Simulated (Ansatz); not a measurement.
Start from `[SiH3]C[S][GaH2]` and change one atom or group to get `C=CSC[SiH3]`.

Ansatz, PBE0-D4/def2-TZVP geometries, multiplicity 1. Each molecule was computed in one conformer, which needn't be the lowest.

Scalar relativity is left out up to krypton.

```json
{"property": "size of the dipole moment (PBE/def2-TZVPP) / D", "`[SiH3]C[S][GaH2]`": "1.16"}
{"property": "HOMO–LUMO gap (ωB97M-V/def2-TZVPP) / eV", "`[SiH3]C[S][GaH2]`": "9.36"}
{"property": "HOMO–LUMO gap (PBE0/def2-TZVPP) / eV", "`[SiH3]C[S][GaH2]`": "5.55"}
{"property": "size of the dipole moment (B3LYP/def2-TZVPP) / D", "`[SiH3]C[S][GaH2]`": "1.18"}
{"property": "HOMO energy (ωB97M-V/def2-TZVPP) / eV", "`[SiH3]C[S][GaH2]`": "-9.14"}
{"property": "LUMO energy (ωB97M-V/def2-TZVPP) / eV", "`[SiH3]C[S][GaH2]`": "0.22"}
```

Give the same properties after the change, and the shifts. (Estimate.)

Computed: 
```tsv
property	`C=CSC[SiH3]`	shift
size of the dipole moment (PBE/def2-TZVPP) / D	1.15	-0.01
HOMO–LUMO gap (ωB97M-V/def2-TZVPP) / eV	10.01	0.65
HOMO–LUMO gap (PBE0/def2-TZVPP) / eV	5.97	0.42
size of the dipole moment (B3LYP/def2-TZVPP) / D	1.17	-0.01
HOMO energy (ωB97M-V/def2-TZVPP) / eV	-8.27	0.87
LUMO energy (ωB97M-V/def2-TZVPP) / eV	1.74	1.52
```

With PBE0 the HOMO rises by 0.85 eV and the LUMO rises by 1.26 eV, so the gap widens by about 0.41 eV. PBE moves the HOMO by 0.82 eV and ωB97M-V by 0.87 eV. Dipoles are sizes alone; their direction can turn.

B3LYP here is the variant with VWN-RPA as its local correlation; programs differ in this.
